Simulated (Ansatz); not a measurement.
```yaml
crystal:
  periodic: [false, false, false]
  atoms:
    - {symbol: O, position_ang: [-0.846272, 1.175786, 0.496742]}
    - {symbol: C, position_ang: [0.309052, 0.544627, 0.215099]}
    - {symbol: Ga, position_ang: [-0.625854, -2.112428, -0.133696]}
    - {symbol: C, position_ang: [0.663894, 0.229845, -1.035755]}
    - {symbol: F, position_ang: [-0.105783, 0.525484, -2.083040]}
    - {symbol: h, position_ang: [-1.142462, 0.883903, 1.366476]}
    - {symbol: H, position_ang: [1.003906, 0.329408, 1.018866]}
    - {symbol: H, position_ang: [-0.804675, -1.455604, 1.430119]}
    - {symbol: H, position_ang: [1.636894, -0.167321, -1.291813]}
basis:
  gaussian: {orbitals: aug-cc-pVTZ, fitting: {mean_field: cc-pVTZ-jkfit}}
hamiltonian: {xc: {name: HF}}
correlation: {method: mp2, electrons: outside_noble_gas}
output: {forces: true}
```

```sh
$ ansatz run in.yaml --threads 4 --pin off --events-out ev --progress --plain --max-ram 10444MiB
```

It prints (some lines left out):

```
Error: YAML parse error: error: line 9 column 16: `h` is not an element symbol (H … Og, case-exact)
 7 |     - {symbol: C, position_ang: [0.663894, 0.229845, -1.035755]}
 8 |     - {symbol: F, position_ang: [-0.105783, 0.525484, -2.083040]}
 9 |     - {symbol: h, position_ang: [-1.142462, 0.883903, 1.366476]}
10 |     - {symbol: H, position_ang: [1.003906, 0.329408, 1.018866]}
11 |     - {symbol: H, position_ang: [-0.804675, -1.455604, 1.430119]}
```

In this input an element symbol is wrong. The program refused the input.
